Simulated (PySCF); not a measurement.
# Relaxation of singlet Ca3

These are results of PBE0 in PySCF with Ca def2-TZVP; no relativity; density-fitted integrals, not measurements. A (50,194) grid was used.

A hand-made obtuse triangle start, of C2v symmetry, held to at least that symmetry:

```xyz
3
charge 0 multiplicity 1, angstrom
Ca    0.0000   -1.4775    0.0000
Ca    2.8810    0.7387    0.0000
Ca   -2.8810    0.7387    0.0000
```

(1) What forces act on the atoms at the start (eV/Å)?

(2) What does it relax to?

(3) How much energy is released, and in how many steps?

Answers

(1) 
| atom | Fx | Fy | Fz |
| --- | --- | --- | --- |
| Ca1 | 0.00 | -0.64 | 0.00 |
| Ca2 | 0.26 | 0.32 | 0.00 |
| Ca3 | -0.26 | 0.32 | 0.00 |

(2) It ends at D3h with Ca–Ca 3.918 Å (×3); Ca–Ca–Ca 60.0° (×3) (after a last refinement on a finer grid). The frequency run here used a shortcut that can spoil soft modes, so no verdict on minimum or saddle point is given.

(3) 52.9 kJ/mol in 11 steps.
